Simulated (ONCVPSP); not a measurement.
**PBE ONCV dataset for zirconium, scalar-relativistic all-electron reference.**

* Element: Zr (Z = 40)
* Generator: ONCVPSP 4.0.1
* Type: optimised norm-conserving Vanderbilt (ONCV)
* Functional: PBE
* Relativity: scalar-relativistic
* Frozen core: [Ar] 3d10
* Valence charge: 12
* Reference configuration: 4s2 4p6 4d2 5s2
* Partial waves: 4s+5s: rc 1.85 bohr, ncon 4, nbas 8, qcut 7.7 1/bohr, 2 projectors; 4p: rc 1.80 bohr, ncon 5, nbas 8, qcut 7.4 1/bohr, 3 projectors, debl 1.3 Ha; 4d: rc 2.15 bohr, ncon 5, nbas 10, qcut 6.1 1/bohr, 3 projectors, debl 2.4 Ha
* Local potential: polynomial inside 1.75 bohr (lpopt 5, dvloc0 0 Ha)
* Core correction: Teter function, fcfact 2, rcfact 1.4

All-electron outer shells of the reference configuration (PBE, scalar-relativistic, ld1.x):

```csv
shell,level (eV),outermost node (bohr),outermost maximum (bohr)
3d,-174.71,–,0.35
4s,-54.50,0.55,1.08
4p,-32.46,0.56,1.17
5s,-4.44,1.47,3.15
4d,-3.60,0.58,1.59
```

Results:

```json
{
 "Cutoffs needed": "20 Ha and 25 Ha (the cutoffs (Ha) at which the residual kinetic energy of the hardest occupied pseudo-wave falls to 1 and 0.1 mHa per electron)",
 "Ghost test": "no bound ghost flagged; GHOST(+) flags only above 600 eV",
 "Largest excitation error": "-4.8 meV (all-electron minus pseudo) for 4s2 4p6 4d2 5s0, out of 4 test configurations",
 "rms error of d²Exc/dni dnj": "1.92 mHa without and 0.18 mHa with the model core"
}
```

Generation and tests took about 4.2 s on one core of a shared server CPU.
